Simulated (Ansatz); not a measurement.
## One step, two centres

Four-centre ligand exchange, with the central atom changed down its group and all else kept; in the first member these bonds form or tighten: Br–Ge, C–H; these break or loosen: Br–H, C–Ge.

Gas-phase electronic energies, without zero-point energy, by CCSD(T) at an estimated basis limit (MP2 extrapolated from triple and quadruple zeta, plus CCSD(T) − MP2 in triple zeta); Ansatz 0.2.0, def2-TZVPP and QZVPP, frozen cores, core potentials past krypton, on PBE0-D4/def2-TZVP structures. Extrapolation: Hartree–Fock as exp(−7.88 √X), correlation as X^−2.97. All energies, in kcal/mol, count from the separated reactants, without counterpoise correction; the start and end structures are the complexes reached by relaxing down from the saddle, and deeper ones may exist. Brackets give SMILES, or, where every atom is bracketed, only which atoms are joined. Steps whose reference was doubtful or whose search ended elsewhere are left out.

| reactants | products | start structure | saddle | end structure | saddle by PBE-D4/TZ |
| --- | --- | --- | --- | --- | --- |
| CH₆Ge ([CH3][GeH3]) + HBr | GeH₃Br ([GeH3][Br]) + CH₄ | -1.83 | ? | -24.01 | 31.11 |
| CH₆Sn ([CH3][SnH3]) + HBr | SnH₃Br ([Br][SnH3]) + CH₄ | -2.23 | 26.71 | -31.91 | 20.12 |

(1) What is the height of the saddle for CH₆Ge ([CH3][GeH3]) + HBr? (Judge from chemistry; the value comes from the calculation.)

(2) How do the PBE-D4 saddles lie against the coupled-cluster estimate?

T1 diagnostic: at most 0.012. The filled d shells of Br, Ge, Sn are correlated in sets not built for that, so values that involve them are less sure.

For scale, one of the runs: CCSD(T)/def2-TZVPP, 227 basis functions, launched by `ansatz run in.yaml --threads 8 --pin off --events-out ev --progress --plain --max-ram 19148MiB`. Hardware: 8 CPU threads of a Oxide Virtual Turin-like, shared host. Wall time 87 s; peak host memory 4.3 GiB.

Results:

(1) The calculation gives: 38.73 kcal/mol relative to the separated reactants, the higher of the two; above its start structure the barrier is 38.73 − (-1.83) ≈ 40.56 kcal/mol.

The saddle falls down the group: the larger centre, with longer and weaker bonds, takes on an extra partner at less cost.

(2) Both lower, by 6.59 to 7.62 kcal/mol.
